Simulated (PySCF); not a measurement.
# Computed properties of SnBr, SMILES [Br][Sn+]

SnBr, SMILES [Br][Sn+] (connectivity only; charge and spin as stated), charge +1, multiplicity 1. Geometry: B3LYP-D3(BJ)/def2-TZVP. The multiplicity is an assumed one; other spin states were not compared. The def2 effective core potentials stand for the cores of Sn; spin–orbit coupling is left out. Other conformers were not sampled. All values are computed for the isolated molecule unless a solvent is named; none is compared with measurement here.

**Structure.** The optimised structure has C∞v symmetry. All 1 harmonic modes at B3LYP-D3(BJ)/def2-TZVP (PySCF) are real, so it is a minimum.

**Vibrations.** The strongest infrared lines (harmonic, unscaled, degenerate partners summed) lie at 291 cm⁻¹ (33 km/mol, Br 60 %, Sn 40 %). The softest mode is at 291 cm⁻¹ and the zero-point energy is 0.4 kcal/mol.

**Electronic structure.** CAM-B3LYP/def2-TZVPD (PySCF) places the frontier levels at -15.62 and -8.01 eV, a gap of 7.61 eV and a mean polarisability of 49.0 bohr³. PBE/def2-TZVPD (PySCF) at the same geometry gives -13.24 and -9.62 eV, so its gap is 3.99 eV narrower. An orbital gap is neither the optical nor the fundamental gap.

**Excitations.** TDDFT-CAM-B3LYP/def2-TZVPD (PySCF) has S1 at 4.07 eV (305 nm, f = 0.000, dark); the most intense of the 10 singlets computed lies at 8.58 eV (f = 1.62). Strengths of degenerate partners are summed. T1 (TDA) is at 3.48 eV. TDDFT-PBE/def2-TZVPD (PySCF) puts S1 at 3.62 eV. No vertical singlet excitation falls in the visible range (under 3.1 eV).
